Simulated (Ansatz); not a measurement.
Species, as SMILES: [BH] (BH) (closed-shell singlet).
Atoms: B1, H2. Bonds: B1-H2.

Basis-set convergence of the optimised B1-H2 bond length at PBE with Ansatz (a first-principles code). Cartesian d functions, on some or all atoms, in 6-31G*, 6-31G**; all else is spherical. The program fits the integrals of some runs and decomposes those of others, by size. No added dispersion term, no relativity. Reference: the value in aug-cc-pV5Z, 1.2505 Å. Deviations are taken from unrounded values.

| basis | functions |
|---|---|
| STO-3G | 6 |
| 3-21G | 11 |
| 6-31G | 11 |
| 6-31G* | 17 |
| 6-31G** | 20 |
| 6-311G** | 24 |
| def2-SVPD | 28 |
| aug-cc-pVDZ | 32 |
| def2-TZVPD | 46 |
| jun-cc-pV(T+d)Z | 53 |
| def2-TZVPPD | 54 |
| aug-cc-pVTZ | 69 |
| def2-QZVPPD | 96 |
| aug-cc-pVQZ | 126 |
| aug-cc-pV5Z | 207 |

**Question.** Which is the smallest set listed that can be trusted to 0.005 Å here, that is, within that of the reference together with its larger relatives (same family, alike in diffuse functions; a set with none to test it counts only in the reference's own line)?

**Answer.** The smallest set listed that lies within 0.005 Å of the reference with all its larger relatives (same family, alike in diffuse functions; a set with none counts only in the reference's own line) is def2-TZVPD (46 functions, 0.0018 Å off). Value minus reference: STO-3G 0.0106, 3-21G 0.0202, 6-31G 0.0252, 6-31G* 0.0142, 6-31G** 0.0138, 6-311G** 0.0062, def2-SVPD 0.0112, aug-cc-pVDZ 0.0152, def2-TZVPD 0.0018, jun-cc-pV(T+d)Z 0.0006, def2-TZVPPD 0.0010, aug-cc-pVTZ 0.0006, def2-QZVPPD 0.0001, aug-cc-pVQZ -0.0001, aug-cc-pV5Z 0.0000 Å.
